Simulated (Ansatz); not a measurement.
The cation of `C[BH][GaH2]` at the neutral geometry.

```yaml
crystal:
  periodic: [false, false, false]
  atoms:
    - {symbol: C, position_ang: [-0.655962, 1.050474, -0.726069]}
    - {symbol: B, position_ang: [-0.436046, -0.403635, -0.216425]}
    - {symbol: Ga, position_ang: [1.038694, -1.022191, 1.111101]}
    - {symbol: H, position_ang: [-1.704776, 1.292797, -0.920296]}
    - {symbol: H, position_ang: [-0.175744, 1.049276, -1.720507]}
    - {symbol: H, position_ang: [-0.191167, 1.855171, -0.155028]}
    - {symbol: H, position_ang: [-1.154214, -1.249052, -0.686624]}
    - {symbol: H, position_ang: [2.492175, -1.430881, 0.648484]}
    - {symbol: H, position_ang: [0.787030, -1.141950, 2.665354]}
basis:
  gaussian: {orbitals: def2-TZVPP}
total_charge: 1
magnetization: {spin_polarized: true, initial_magnetization: 1}
hamiltonian: {xc: pbe, dispersion: d4}
```

```sh
$ ansatz run in.yaml --threads 2 --pin off --events-out ev --progress --plain --max-ram 22528MiB --backend cpu
```

It prints (some lines left out):

```
Functional definition: PBE
1071 factors; their error is unknown
mean field evaluation 1: about -54145.9943 eV, gradient 6.7e1 eV
mean field evaluation 2: about -53902.5119 eV, gradient 1.5e2 eV
mean field evaluation 4: about -54165.4111 eV, gradient 1.8e1 eV
mean field evaluation 8: about -54168.5702 eV, gradient 7.6e-1 eV
mean field evaluation 16: about -54168.5479 eV, gradient 5.2e-3 eV
mean field -54168.54786088 eV, -1990.6574171267 hartree, gradient 7.4e-5 eV, S^2 0.752256; 3 other end points of the search recorded, 0 dependent functions left out
reference -54168.54790569 eV, -1990.6574187735 hartree; 24, 23 occupied and 170, 171 virtual orbitals, 1071 factors
Total energy: -54168.66150581 eV, -1990.6615935011 hartree
```

Hardware: 2 threads of an AMD EPYC 7R13 on a shared host. Wall time 4.3 s, peak host memory 0.49 GiB.
